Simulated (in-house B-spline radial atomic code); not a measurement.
Configurations of Ti⁺, with energies counted from [Ar] 3d2 4s1. Method: non-relativistic LC-wPBE, spin-polarised, spherical fractional occupations, exact exchange averaged over the configuration, point nucleus. Calculated with an all-electron radial atomic-structure program (B-spline basis). Shells without spins written out take the highest spin.

Occupations are held fixed; configurations that lie above the ionisation limit could autoionise.

```tsv
configuration	E - E(ref) (eV)	highest orbital	its <r> (bohr)
[Ar] 3d1 4s1 4p1	6.6509	4p up	3.46
[Ar] 3d2 4f1	9.9227	4f up	8.767
[Ne] 3s2 3p5 3d2 4s1 5s1	45.462	5s up	6.602
[Ne] 3s2 3p5 3d2 4s1 5f1	49.677	5f up	15.14
```

Task: Order these further configurations by energy, lowest first.
A. [Ne] 3s2 3p5 3d2 4s1 4p1
B. [Ar] 3d1 4s1 5p1
C. [Ar] 3d2 5p1
D. [Ar] 3d1 4s1 4f1
E. [Ne] 3s2 3p5 3d2 4s1 5p1

Result: C (8.6936 eV), B (13.407 eV), D (14.98 eV), A (39.892 eV), E (46.766 eV).
